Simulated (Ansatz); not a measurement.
ClH3NNbO2 (`[NH]=[Nb]([OH])([OH])[Cl]`) from Hartree–Fock to CCSD(T)

Cartesian coordinates in Å:
```
N 1.4209 -0.9429 -0.5262
Nb 0.1728 0.0684 0.1300
O -0.4539 1.1440 -1.3099
O -1.1607 -1.1058 0.8129
Cl 1.0050 1.4077 1.8263
H 2.1514 -1.5273 -0.9020
H -1.1519 1.8012 -1.2638
H -1.9837 -0.8452 1.2326
```

The species carries charge 0 and has multiplicity 1. Correlated methods include outer-core shells of Nb, which these sets cover unevenly. Nb takes the def2 core potential. All single points use the PBE0-D4/def2-TZVP geometry. It is one conformer, not always the lowest. Frozen core, restricted reference, the Gaussian-basis code of Ansatz.

```csv
basis,HF (Eh),MP2 corr.,CCSD corr.,(T),CCSD(T) total
def2-SVP,-721.64198,-1.02360,-1.01337,-0.04210,-722.69745
def2-TZVPP,-722.08074,-1.36186,-1.34293,-0.06989,-723.49356
def2-QZVPP,-722.10789,-1.48196,–,–,–
```
